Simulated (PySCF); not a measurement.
Structure with atom numbers: `[O:1]=[C:2]1[CH2:3][CH:4](/[C:5]([SiH3:6])=[CH:7]/[SiH3:8])[CH2:9]1`. Each H is labelled by its parent atom. Ha(C3), Ha(C9) are cis to C5 on the ring; Hb(C3), Hb(C9) are trans to C5 on the ring.

All values are calculated (PySCF 2.14.0 with density-fitted response routines): shieldings: GIAO PBE0/pcSseg-1, geometry: GFN2-xTB. Non-relativistic Hamiltonian, no solvent model, averaged over atoms made equivalent by symmetry, fast rotation or ring inversion, one computed conformer.

δ = σ(ref) − σ, references computed at the same level: 13C (σref 186.93) and 1H (σref 31.72) and 29Si (σref 349.16) against TMS; 17O (σref 336.08) against H2O.

```tsv
atoms	nucleus	count	Hirshfeld charge	δ (ppm)
Hb(C3)/Hb(C9)	1H	2	0.05	3.19
Si8	29Si	1	0.31	-85.2
C4	13C	1	-0.02	?
C7	13C	1	-0.14	141.5
H(C4)	1H	1	0.05	3.12
H(Si8)	1H	3	-0.07	4.24
H(Si6)	1H	3	-0.07	4.28
O1	17O	1	-0.24	669.8
C2	13C	1	0.17	?
C5	13C	1	-0.07	171.4
H(C7)	1H	1	0.04	?
C3/C9	13C	2	-0.08	53.2
Ha(C3)/Ha(C9)	1H	2	0.05	2.96
Si6	29Si	1	0.30	?
```

Task: Estimate the values marked ?.

Result: 
- C2: 209.0 ppm, ketone carbonyl carbon; the double bond to the heteroatom, with no lone-pair donor beside it, deshields it most
- C4: 36.7 ppm, allylic sp3 CH; a saturated carbon with 3 carbon neighbours and no heteroatom attached
- H(C7): 6.79 ppm, hydrogen on an alkene CH; a vinylic proton, deshielded by the sp2 carbon and the C=C anisotropy
- Si6: -83.8 ppm, silicon bonded to C, 3 H

Shifts are as computed. Against solution values, carbons near 30 ppm lie about +3 ppm off and those near 130 ppm about +5 ppm. Of 1309 compounds with measured shifts, 239 miss one by over three times the rms of a fit or turn the order of signals round; such compounds aren't used in these exercises. Unscaled 17O shifts of doubly bonded oxygen tend to come out too high, by tens of ppm or more. Experimental scales use liquid or dissolved standards, which lie at an offset from isolated H2O (liquid H2O: subtract about 36 ppm).
